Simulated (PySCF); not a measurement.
## HgF₂⁻, doublet: molecular constants

Level of theory: PySCF, UB3LYP, basis Hg def2-SVPD with ECP60, F def2-SVPD (scalar-relativistic core potentials, no spin–orbit coupling, density fitting).

The structure is a minimum.

Coordinates in bohr (charge -1 multiplicity 2):
```
Hg    0.0000    0.0000    0.0000
F     0.0000    0.0000    4.2685
F     0.0000    0.0000   -4.2685
```

* Point group: D∞h
* Bond lengths: Hg–F 2.259 Å (×2)
* Bond angles: F–Hg–F 180.0°
* Entropy at 298.15 K and 1 bar (electronic part: spin only): 304.3 J/(mol K)
* Principal polarisabilities: 44.5, 44.5, 85.6 bohr³
* Zero-point energy: 4.2 kJ/mol
* Rotational constants: 0.08695 cm⁻¹
* Lowest empty level (β): 1.50 eV
* Dipole moment about the centre of mass: 0.00 D
* Highest occupied level (α): -0.65 eV
* Spin squared ⟨S²⟩: 0.754
* Heat capacity Cp at 298.15 K: 59.6 J/(mol K)
* Rotational symmetry number: 2
* Principal quadrupole moments (Buckingham, traceless) about the centre of mass: -32.10, 16.05, 16.05 D Å
* Enthalpy at 298.15 K above 0 K: 15.29 kJ/mol

Harmonic modes (masses in u: Hg 201.971, F 18.998):
| symmetry | ω (cm⁻¹) | IR (km/mol, summed over degenerate members) | type |
| --- | --- | --- | --- |
| πu | 44 | 32.8 | bend |
| σg+ | 307 | 0.0 | stretch |
| σu+ | 308 | 176 | stretch |

In D∞h the vibrations span πu + σg+ + σu+. The σg+ mode carries no infrared intensity, as symmetry demands. With a centre of inversion only u modes can be infrared active and only g modes Raman active.

Charges (e); Mulliken and Löwdin values are unreliable with diffuse functions:
```json
{"atom": "Hg1", "Mulliken": "0.31", "Löwdin": "0.67", "polar tensor": "0.45", "spin (Mulliken)": "0.77", "Mayer order to Hg1": "–"}
{"atom": "F2,3", "Mulliken": "-0.66", "Löwdin": "-0.84", "polar tensor": "-0.72", "spin (Mulliken)": "0.11", "Mayer order to Hg1": "0.16"}
```

Mulliken populations on Hg1 (electrons outside its core potential): s 3.64, p 6.10, d 9.94, f 0.00.

This need not be the most stable arrangement of these atoms. The lowest empty level of this anion is unbound, so it and the gap depend on the basis. No spin–orbit coupling is included, which matters more the heavier the element.

The final relaxation and frequency run took of the order of 50 core-seconds on a shared host.
